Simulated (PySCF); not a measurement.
Compound: C10H14Cl (doublet state).
SMILES with atom numbers: `[Cl:1][C@@H:2]1[C@@H:3]2[CH2:4][C:5]3[CH2:6][C@@H:7]([CH2:8]2)[CH2:9][C@@H:10]1[CH2:11]3` (hydrogens: H12 on C2; H13 on C3; H14, H15 on C4; H16, H17 on C6; H18 on C7; H19, H20 on C8; H21, H22 on C9; H23 on C10; H24, H25 on C11)

Method: PySCF 2.14.0, PBE0-D3(BJ)/def2-SVP geometry optimisation, gas phase.

Q: Give the optimised bond lengths and angles.

A: 
| bond | length (Å) |
| --- | --- |
| Cl1–C2 | 1.806 |
| C2–C3, C2–C10 | 1.530 |
| C3–C4, C10–C11 | 1.547 |
| C4–C5, C5–C11 | 1.498 |
| C5–C6 | 1.498 |
| C6–C7 | 1.549 |
| C7–C8, C7–C9 | 1.533 |
| C3–C8, C9–C10 | 1.536 |
| C2–H12 | 1.100 |
| C3–H13, C10–H23 | 1.102 |
| C4–H14, C11–H24 | 1.101 |
| C4–H15, C11–H25 | 1.102 |
| C6–H16, C6–H17 | 1.103 |
| C7–H18 | 1.103 |
| C8–H19, C9–H22 | 1.103 |
| C8–H20, C9–H21 | 1.103 |

Bonds in one row agree within 0.01 Å and their mean is given. A selection of angles:
| angle | degrees |
| --- | --- |
| Cl1–C2–C3 | 111.1 |
| C3–C2–C10 | 110.8 |
| C2–C3–C4 | 109.9 |
| C2–C3–C8 | 107.7 |
| C4–C3–C8 | 109.2 |
| C3–C4–C5 | 105.9 |
| C4–C5–C6 | 113.2 |
| C4–C5–C11 | 112.9 |
| C5–C6–C7 | 105.9 |
| C6–C7–C8 | 109.0 |
| C8–C7–C9 | 109.2 |
| C3–C8–C7 | 110.3 |

Dihedral angles: Cl1–C2–C3–C4 -67° (synclinal); C2–C3–C4–C5 -59° (synclinal); C3–C4–C5–C6 -65° (synclinal); C4–C5–C6–C7 65° (synclinal); C5–C6–C7–C8 -60° (synclinal); C6–C7–C8–C3 60° (synclinal); C6–C7–C9–C10 -60° (synclinal); C7–C9–C10–C11 59° (synclinal); C9–C10–C11–C5 -59° (synclinal); Cl1–C2–C10–C9 -175° (antiperiplanar); C2–C3–C8–C7 60° (synclinal); C4–C5–C11–C10 -65° (synclinal).

C5 (carbon bonded to 3 C) is pyramidal (angles 113.2°, 113.2° and 112.9°, sum 339.3°, 0.40 Å off the plane of its three neighbours). The 12 C–C bonds span 1.498 Å (C5–C6, drawn single) to 1.549 Å (C6–C7, drawn single), a spread of 0.051 Å. The 6-membered ring C2–C3–C4–C5–C11–C10 has internal angles of 105.9° to 112.9°; it is puckered, 0.26 Å rms from its mean plane, widest ring torsion 65°. The 6-membered ring C3–C4–C5–C6–C7–C8 has internal angles of 105.9° to 113.2°; it is puckered, 0.26 Å rms from its mean plane, widest ring torsion 65°. Of the pairs four or more bonds apart, Cl1···H14 is among the closest relative to their van der Waals radii: 2.78 Å, 94 % of the sum of Bondi's values. The 6-membered ring C5–C6–C7–C9–C10–C11 has internal angles of 105.9° to 113.2° (sum 654°, against 720° for a flat polygon); it is puckered, 0.26 Å rms from its mean plane, widest ring torsion 65°. The 6-membered ring C2–C3–C8–C7–C9–C10 has internal angles of 107.7° to 110.8° (sum 656°, against 720° for a flat polygon); it is puckered, 0.26 Å rms from its mean plane, widest ring torsion 62°.

Point group: Cs (every atom within 0.08 Å of its image). Not checked by PBE0-D3(BJ)/def2-SVP frequencies. ⟨S²⟩ = 0.754 (exact for a doublet: 0.75).
